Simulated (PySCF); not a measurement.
# From computed data to an observable: oscillator strength and radiative lifetime

C2H4ClFSi2, SMILES F[Si@@H](C#C)[SiH2]Cl.

Coordinates come from a PBE-D3(BJ)/def2-SVP optimisation. The structure was generated by enumeration; whether it is a known compound was not checked. Other conformers were not sampled.

PySCF with TDDFT-PBE/def2-SVPD puts the first singlet state with f over 0.02 at 5.80 eV (vertical), with the transition dipole (0.501, 0.094, 0.043) in atomic units.

Question: Find the oscillator strength, the wavelength and the radiative lifetime that this transition would have in vacuum if emission retraced absorption.

Answer: 
|μ|² = 0.2617 au, so |μ| = 1.30 D. ΔE = 5.80/27.211 = 0.2131 hartree. f = (2/3) ΔE |μ|² = 0.037 (the program prints 0.037).
λ = 1239.84/5.80 = 214 nm; ν = 46780 cm⁻¹.
Einstein's coefficient A = 0.6670 ν² f s⁻¹ (ν in cm⁻¹) = 5.4e7 s⁻¹, so τ = 1/A = 18 ns. This state is S6; the lower singlets have f = 0.010, 0.006, 0.007, 0.003, 0.013. The figure is the radiative limit of this one transition; relaxation, internal conversion, crossing to triplets and a medium change what is measured.
